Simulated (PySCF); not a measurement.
## Calculated data, B3H4, CH6B2O, B2H4N, Al2BH6N and others

Computed with PySCF 2.14.0. Calculation on a computer-drawn molecule: optimised geometry and harmonic frequencies of an isolated molecule of the commonest isotopes, restricted reference for singlets and unrestricted otherwise, frozen core in MP2.

```json
{"entry": 1, "formula": "B3H4", "start_structure": {"atoms_angstrom": [["B", -0.4993, -0.3654, -0.5925], ["B", -0.1191, -0.498, 1.0856], ["B", 0.2612, -0.6304, 2.7637], ["H", -1.5402, -0.8037, -0.9671], ["H", 0.2953, 0.1589, -1.3065], ["H", 0.8306, -1.6079, 3.1331], ["H", -0.0614, 0.261, 3.4829]]}, "given": {"charge": 1, "multiplicity": 1, "method": "MP2", "basis": "cc-pVDZ", "drawn_bonds_atom": [1, 2, 1, 1, 3, 3], "drawn_bonds_other_atom": [2, 3, 4, 5, 6, 7], "drawn_bonds_order": [1, 1, 1, 1, 1, 1]}, "results": {"optimised_atom_element": ["B", "B", "B", "H", "H", "H", "H"], "optimised_atom_x [angstrom]": [-0.498, -0.1193, 0.2599, -1.546, 0.3004, 0.8345, -0.06425], "optimised_atom_y [angstrom]": [-0.366, -0.4987, -0.6302, -0.8052, 0.1613, -1.613, 0.266], "optimised_atom_z [angstrom]": [-0.5861, 1.086, 2.757, -0.9681, -1.309, 3.134, 3.485], "modes_frequency [cm^-1]": [140.6, 205.1, 205.4, 581.0, 614.8, 616.5, 920.6, 921.0, 1097, 1149, 1151, 2669, 2670, 2788, 2788], "modes_reduced_mass [dalton]": [1.008, 2.087, 2.094, 4.345, 1.431, 1.434, 1.494, 1.494, 2.618, 1.124, 1.56, 1.047, 1.048, 1.129, 1.129], "rotational_constants [GHz]": [112.4, 5.717, 5.715], "total_energy [hartree]": -76.1897, "convergence_status_largest_gradient_component [hartree/bohr]": 1.861e-05}}
{"entry": 2, "formula": "CH6B2O", "start_structure": {"atoms_angstrom": [["B", 0.891, -1.1344, 0.7596], ["O", 0.483, 0.0319, 0.3508], ["B", -0.0025, 1.1683, -0.103], ["C", -1.474, 1.5007, 0.0761], ["H", 0.9003, -2.047, 0.0168], ["H", 1.2289, -1.2506, 1.8457], ["H", 0.7542, 1.9807, -0.506], ["H", -2.0948, 0.7255, 0.5615], ["H", -1.9858, 1.7398, -0.8834], ["H", -1.6427, 2.4112, 0.7266]]}, "given": {"charge": 0, "multiplicity": 1, "method": "HF", "basis": "cc-pVDZ", "drawn_bonds_atom": [1, 2, 3, 1, 1, 3, 4, 4, 4], "drawn_bonds_other_atom": [2, 3, 4, 5, 6, 7, 8, 9, 10], "drawn_bonds_order": [1, 1, 1, 1, 1, 1, 1, 1, 1]}, "results": {"optimised_atom_element": ["B", "O", "B", "C", "H", "H", "H", "H", "H", "H"], "optimised_atom_x [angstrom]": [1.025, -0.04211, -0.2639, -1.559, 1.906, 1.05, 0.5556, -2.222, -2.115, -1.278], "optimised_atom_y [angstrom]": [-1.104, -0.263, 0.8304, 1.698, -0.9304, -2.013, 1.103, 1.317, 1.759, 2.728], "optimised_atom_z [angstrom]": [0.7331, 0.7767, -0.02199, 0.1716, -0.06562, 1.515, -0.8625, 0.9504, -0.7711, 0.4194], "modes_frequency [cm^-1]": [70.57, 121.3, 258.3, 267.7, 441.6, 703.0, 807.1, 1030, 1069, 1086, 1148, 1163, 1255, 1379, 1409, 1463, 1554, 1559, 2661, 2688, 2753, 3159, 3214, 3264], "modes_reduced_mass [dalton]": [1.136, 2.374, 2.459, 1.29, 2.875, 1.114, 1.72, 1.37, 1.786, 1.943, 1.38, 2.154, 1.391, 1.552, 2.629, 1.754, 1.101, 1.052, 1.069, 1.071, 1.13, 1.041, 1.096, 1.101], "rotational_constants [GHz]": [39.61, 4.067, 3.773], "total_energy [hartree]": -165.6830, "convergence_status_largest_gradient_component [hartree/bohr]": 4.142e-05}}
{"entry": 3, "formula": "B2H4N", "start_structure": {"atoms_angstrom": [["B", -0.566, -0.4578, -1.11], ["N", 0.6495, -1.1104, -1.3994], ["B", 1.7929, -1.1728, -0.5562], ["H", -1.5066, -0.4312, -1.854], ["H", 0.7158, -1.5768, -2.2866], ["H", 2.7657, -1.7667, -0.9325], ["H", 1.7648, -0.6333, 0.5114]]}, "given": {"charge": 0, "multiplicity": 2, "method": "MP2", "basis": "cc-pVDZ", "drawn_bonds_atom": [1, 2, 1, 2, 3, 3], "drawn_bonds_other_atom": [2, 3, 4, 5, 6, 7], "drawn_bonds_order": [1, 1, 1, 1, 1, 1]}, "results": {"optimised_atom_element": ["B", "N", "B", "H", "H", "H", "H"], "optimised_atom_x [angstrom]": [-0.5696, 0.652, 1.802, -1.521, 0.7209, 2.779, 1.753], "optimised_atom_y [angstrom]": [-0.4536, -1.115, -1.174, -0.4207, -1.59, -1.771, -0.6255], "optimised_atom_z [angstrom]": [-1.105, -1.406, -0.5511, -1.845, -2.308, -0.9292, 0.5175], "modes_frequency [cm^-1]": [263.2, 359.4, 569.7, 875.2, 890.5, 931.9, 1053, 1134, 1246, 1302, 1445, 2640, 2667, 2739, 3566], "modes_reduced_mass [dalton]": [1.422, 2.468, 1.166, 1.155, 1.17, 1.64, 1.355, 1.786, 1.761, 1.418, 2.878, 1.055, 1.096, 1.132, 1.075], "rotational_constants [GHz]": [63.08, 10.55, 9.037], "total_energy [hartree]": -106.4623, "spin_squared": 0.7541, "convergence_status_largest_gradient_component [hartree/bohr]": 4.455e-06}}
{"entry": 4, "formula": "Al2BH6N", "start_structure": {"atoms_angstrom": [["B", 0.4167, 1.3585, -0.8495], ["Al", 1.2758, -0.4986, -0.3411], ["N", 0.9837, -2.1741, -0.218], ["Al", 2.5528, -2.7937, 0.3478], ["H", 0.9312, 2.4021, -0.7681], ["H", -0.6963, 1.4048, -1.178], ["H", 2.8153, -0.4724, 0.1203], ["H", 0.1335, -2.7424, -0.4553], ["H", 2.8421, -2.9668, 1.8238], ["H", 3.6527, -3.2652, -0.7437]]}, "given": {"charge": 0, "multiplicity": 1, "method": "HF", "basis": "cc-pV(D+d)Z", "drawn_bonds_atom": [1, 2, 3, 1, 1, 2, 3, 4, 4], "drawn_bonds_other_atom": [2, 3, 4, 5, 6, 7, 8, 9, 10], "drawn_bonds_order": [1, 1, 1, 1, 1, 1, 1, 1, 1]}, "results": {"optimised_atom_element": ["B", "Al", "N", "Al", "H", "H", "H", "H", "H", "H"], "optimised_atom_x [angstrom]": [0.2533, 1.515, 1.589, 2.525, 0.6308, -0.8848, 2.428, 1.0, 3.489, 2.362], "optimised_atom_y [angstrom]": [1.317, -0.1167, -1.83, -3.218, 1.985, 1.529, 0.2791, -2.061, -3.005, -4.627], "optimised_atom_z [angstrom]": [-0.8846, 0.1108, -0.4168, 0.2067, -1.814, -0.5488, 1.346, -1.204, 1.437, -0.4937], "modes_frequency [cm^-1]": [74.74, 115.2, 125.7, 183.3, 208.2, 398.6, 502.7, 551.3, 626.2, 653.4, 655.3, 668.8, 742.5, 843.1, 900.6, 912.6, 1126, 1251, 1962, 1981, 2004, 2639, 2701, 3729], "modes_reduced_mass [dalton]": [3.092, 3.398, 1.035, 1.248, 3.809, 1.151, 1.724, 1.812, 1.35, 1.072, 2.978, 1.27, 1.644, 1.094, 1.844, 1.976, 1.427, 1.135, 1.041, 1.049, 1.035, 1.055, 1.119, 1.074], "rotational_constants [GHz]": [20.12, 1.655, 1.549], "total_energy [hartree]": -566.4875, "convergence_status_largest_gradient_component [hartree/bohr]": 2.178e-05}}
{"entry": 5, "formula": "BH4OSi", "start_structure": {"atoms_angstrom": [["B", -1.4212, -0.8256, -3.0722], ["O", -1.0969, -0.8033, -1.698], ["Si", -0.6528, -0.746, -0.2519], ["H", -2.4106, -1.398, -3.3437], ["H", -0.6692, -0.2774, -3.8504], ["H", -1.1608, 0.3171, 0.5387], ["H", 0.1716, -1.8775, 0.1467]]}, "given": {"charge": 1, "multiplicity": 1, "method": "HF", "basis": "cc-pV(D+d)Z", "drawn_bonds_atom": [1, 2, 1, 1, 3, 3], "drawn_bonds_other_atom": [2, 3, 4, 5, 6, 7], "drawn_bonds_order": [1, 1, 1, 1, 1, 1]}, "results": {"rotational_constants [GHz]": null, "total_energy [hartree]": null}}
```

Q: Estimate the rotational constants of BH4OSi (entry 5).
A: 90.44, 5.315, 5.258 GHz

Q: Estimate the total energy of BH4OSi (entry 5).
A: -390.5878 hartree

Q: Give the table of modes values for BH4OSi (entry 5).
A: 
Modes:
```
frequency (cm⁻¹)  reduced mass (dalton)
             121                  3.847
           161.9                  3.664
           234.6                  1.008
           747.6                  1.215
           774.3                  4.137
           797.6                   1.16
            1034                  1.109
            1037                  1.294
            1117                  1.329
            1319                  1.219
            1365                  7.126
            2450                  1.026
            2502                  1.063
            2774                  1.041
            2907                  1.142
```

Further results for BH4OSi (entry 5):

```
convergence status largest gradient component : 4.155e-05 hartree/bohr
```

Optimised structure:
```xyz
7
BH4OSi
B     -1.4294    -0.8228    -3.1105
O     -1.0631    -0.7999    -1.7484
Si    -0.6591    -0.7808    -0.2560
H     -2.4331    -1.3964    -3.3744
H     -0.6979    -0.2667    -3.8600
H     -1.1392     0.3132     0.5741
H      0.1819    -1.8574     0.2443
```
